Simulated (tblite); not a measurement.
Compound: C₅H₁₃ClOSi₂.
SMILES with atom numbers: `[SiH3:1][O:2][Si@H:3]([Cl:4])[CH2:5][CH:6]1[CH2:7][CH2:8][CH2:9]1` (hydrogens: H10, H11, H12 on Si1; H13 on Si3; H14, H15 on C5; H16 on C6; H17, H18 on C7; H19, H20 on C8; H21, H22 on C9)

Computed with GFN2-xTB (tblite), gas phase: L-BFGS steps from a force-field or distance-geometry start until the largest atomic force falls under 0.01 eV/Å.

Step 0: E = -802.6529 eV
```
atom  x, y, z in Å  |  force x, y, z in eV/Å
Si1     3.7980    0.7452   -0.0620   -0.878   0.926  -0.182
O2      2.0677    0.9909    0.0081    1.635  -2.734  -1.079
Si3     1.4062   -0.4808   -0.6193   -0.037   1.746  -0.353
Cl4     0.5897   -0.0357   -2.4990    1.180  -0.358   0.629
C5      0.0119   -1.1326    0.4540    0.717  -1.101  -0.263
C6     -0.9795   -0.0327    0.6282    0.421  -0.569   0.251
C7     -1.5420    0.4388   -0.6990   -0.726   0.949   0.121
C8     -2.8244    0.7210    0.0963   -1.118  -0.356  -0.751
C9     -2.3888   -0.4438    0.9899   -0.951   0.634   1.637
H10     4.0865   -0.0414   -1.2844    0.155   0.326   0.299
H11     4.4298    2.0581   -0.2185   -0.345  -0.103   0.153
H12     4.2532    0.0072    1.1159   -0.214   0.080  -0.041
H13     2.4671   -1.4666   -0.7620   -0.251  -0.219  -0.139
H14    -0.4595   -1.9830   -0.1235    0.360   0.782   0.740
H15     0.4022   -1.5470    1.3912   -0.256   0.088  -0.107
H16    -0.6378    0.8148    1.2878   -0.105  -0.883  -0.751
H17    -1.6933   -0.4092   -1.4167    0.190   1.027   0.642
H18    -1.0695    1.3176   -1.1138   -0.023  -0.038  -0.478
H19    -2.8122    1.7115    0.6097   -0.104  -0.885  -0.437
H20    -3.7568    0.5485   -0.4634    0.110   0.430   0.296
H21    -2.7051   -1.4371    0.6238    0.269   0.615   0.129
H22    -2.6541   -0.3241    2.0561   -0.030  -0.358  -0.315
```

Step 1: E = -803.0359 eV
```
atom  x, y, z in Å  |  force x, y, z in eV/Å
Si1     3.7855    0.7584   -0.0647   -0.290   0.395  -0.077
O2      2.0911    0.9518   -0.0073    1.234  -1.825  -0.764
Si3     1.4057   -0.4558   -0.6244   -0.011   0.624  -0.378
Cl4     0.6065   -0.0408   -2.4900    1.041  -0.253   0.468
C5      0.0221   -1.1483    0.4502    0.513  -0.150  -0.170
C6     -0.9735   -0.0408    0.6318   -0.215  -0.515  -0.045
C7     -1.5524    0.4524   -0.6972   -0.470   0.399   0.412
C8     -2.8403    0.7159    0.0855   -0.266  -0.222   0.064
C9     -2.4024   -0.4348    1.0132   -0.279   0.398   0.064
H10     4.0888   -0.0367   -1.2801    0.154   0.346   0.305
H11     4.4249    2.0566   -0.2163   -0.318   0.083   0.131
H12     4.2501    0.0083    1.1153   -0.266   0.186  -0.168
H13     2.4635   -1.4697   -0.7640   -0.411  -0.047  -0.131
H14    -0.4543   -1.9718   -0.1130    0.198   0.295   0.397
H15     0.3985   -1.5458    1.3897   -0.093  -0.041   0.069
H16    -0.6393    0.8021    1.2771    0.065  -0.645  -0.502
H17    -1.6906   -0.3945   -1.4075    0.138   0.862   0.464
H18    -1.0698    1.3171   -1.1207   -0.040   0.113  -0.425
H19    -2.8137    1.6988    0.6034   -0.189  -0.692  -0.393
H20    -3.7552    0.5546   -0.4592   -0.448   0.250  -0.063
H21    -2.7013   -1.4284    0.6256    0.206   0.610   0.242
H22    -2.6545   -0.3293    2.0516   -0.254  -0.170   0.501
```

Q: Estimate the geometry and energy of step 2. (The exact step hangs on the optimiser's Hessian estimate; all steps are aligned on step 1, rigid shifts and turns removed.)

A: E = -803.3388 eV, largest force 1.512 eV/Å
```
atom  x, y, z in Å  |  force x, y, z in eV/Å
Si1     3.7703    0.7772   -0.0683    1.101  -0.302   0.031
O2      2.1406    0.8763   -0.0385    0.290   0.152   0.021
Si3     1.4051   -0.4241   -0.6385   -0.273  -1.414  -0.460
Cl4     0.6469   -0.0511   -2.4711    0.682  -0.040  -0.016
C5      0.0430   -1.1608    0.4431    0.097   0.802   0.137
C6     -0.9770   -0.0607    0.6322   -0.323  -0.139  -0.234
C7     -1.5720    0.4714   -0.6838    0.260   0.139   0.165
C8     -2.8565    0.7065    0.0820   -0.117  -0.087   0.290
C9     -2.4178   -0.4180    1.0270    0.133  -0.060  -0.248
H10     4.0946   -0.0238   -1.2687    0.211   0.294   0.205
H11     4.4127    2.0584   -0.2112   -0.261   0.372   0.093
H12     4.2405    0.0146    1.1099   -0.267   0.263  -0.218
H13     2.4491   -1.4727   -0.7690   -0.475   0.025  -0.148
H14    -0.4456   -1.9572   -0.0955    0.010  -0.368  -0.113
H15     0.3938   -1.5464    1.3910    0.094  -0.084   0.157
H16    -0.6380    0.7760    1.2563    0.222  -0.300  -0.130
H17    -1.6850   -0.3608   -1.3887   -0.005   0.404   0.063
H18    -1.0712    1.3202   -1.1371   -0.210   0.067  -0.124
H19    -2.8202    1.6713    0.5882   -0.262  -0.051  -0.056
H20    -3.7681    0.5654   -0.4590   -0.620   0.081  -0.198
H21    -2.6931   -1.4053    0.6339   -0.007   0.266   0.187
H22    -2.6625   -0.3370    2.0646   -0.281  -0.020   0.597
```

The energy changes by -0.3028 eV. The first-order estimate −F·Δx gives -0.5526 eV and the mean of the old and new forces, exact on a quadratic surface, -0.2937 eV. The step makes an angle of 9° with the force vector and moves no atom by more than 0.096 Å.

What follows is the cost of the whole relaxation. On an Arm Neoverse N1 with one thread, no GPU, shared host with 64 logical CPUs at a one-minute load of 61, this took 4.3 s wall.
